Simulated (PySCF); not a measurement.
A run for PySCF: R-BP86/LANL2DZ on CH4OSn (SMILES [CH3][Sn][OH]), a point of a bond scan (R = 1.093 Å).

```python
from pyscf import gto, scf, dft, mp
from pyscf.data.elements import chemcore

mol = gto.M(
    atom='''
    Sn    0.02238006   -0.06360862    0.38858019
    C     0.41947667    1.60722086   -0.98166041
    H    -0.20201734    2.46931644   -0.72594186
    H     0.20079564    1.28779189   -2.00052818
    H     1.46422512    1.92099925   -0.91166492
    O    -0.53752719   -1.25054683   -1.13046981
    H    -0.79864880   -2.13662709   -0.85715367
    ''',
    basis='lanl2dz',
    ecp={'Sn': 'lanl2dz'},
    charge=0, spin=0, verbose=3, max_memory=1800)
mf = dft.RKS(mol, xc='b88,p86')
mf.conv_tol = 1e-8
mf.max_cycle = 100
mf.kernel()
if not mf.converged:
    mf = mf.newton().run(mf.mo_coeff, mf.mo_occ)
```

The log:

```
converged SCF energy = -119.146724569861
```

The run converged.

Cost: about 20 core-seconds (a rough figure).
